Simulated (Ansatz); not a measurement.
Computed with Ansatz on PBE0-D4/def2-TZVP structures; ΔE is electronic, products minus reactants. CCSD(T)/CBS adds triple-zeta CCSD(T) − MP2 to the extrapolated MP2 energy (def2 sets, frozen cores). This one scheme is used for every species. DFT in def2-TZVPP. For Ge outer-core shells are correlated without core-valence functions, which leaves a few kJ/mol of doubt a bond. Scalar relativity is left out up to krypton. Each species was taken in one conformer, which may not be the lowest.

Consider the hydrogenolysis of a Ge–O bond: `C[O][Ge][F]` + H₂ → `[F][GeH]` + CH₃OH.

`C[O][Ge][F]`:

Z-matrix (Å, degrees):
```
C
O 1 1.413
H 1 1.092 2 112.1
H 1 1.093 2 109.1 3 120.9
H 1 1.093 2 109.0 3 -120.9
Ge 2 1.764 1 128.6 3 -0.7
F 6 1.768 2 99.1 1 -0.0
```

H₂:

```xyz
2

H    -0.341   -0.106    0.108
H     0.341    0.106   -0.108
```

`[F][GeH]`:

Cartesian coordinates in Å:
```
F 0.522 1.134 0.438
Ge -0.198 -0.462 0.576
H -0.324 -0.672 -1.014
```

CH₃OH:

Cartesian coordinates in Å:
```
C -0.057 -0.214 0.279
O -0.380 0.711 -0.734
H -0.975 -0.414 0.833
H 0.687 0.178 0.982
H 0.310 -1.166 -0.126
H 0.415 0.904 -1.235
```

CCSD(T)/CBS gives +27.2 kcal/mol.

Another level gave +25.4 kcal/mol. Which?
A. PBE/def2-TZVPP
B. SCS-MP2/def2-TZVPP
C. PBE0/def2-TZVPP
D. RPA@PBE/def2-TZVPP

D. RPA@PBE/def2-TZVPP 25.4, PBE0 24.3, SCS-MP2/def2-TZVPP 27.6, PBE 26.4 kcal/mol.

Largest T1 diagnostic among the species: 0.015.

From r2SCAN to r2SCAN0 (25 % exact exchange), in def2-TZVPP and without D4, ΔE moves by −2.4 kcal/mol. At CCSD(T), def2-SVP lies −1.5 kcal/mol from the extrapolated value and def2-TZVPP −0.8 kcal/mol.
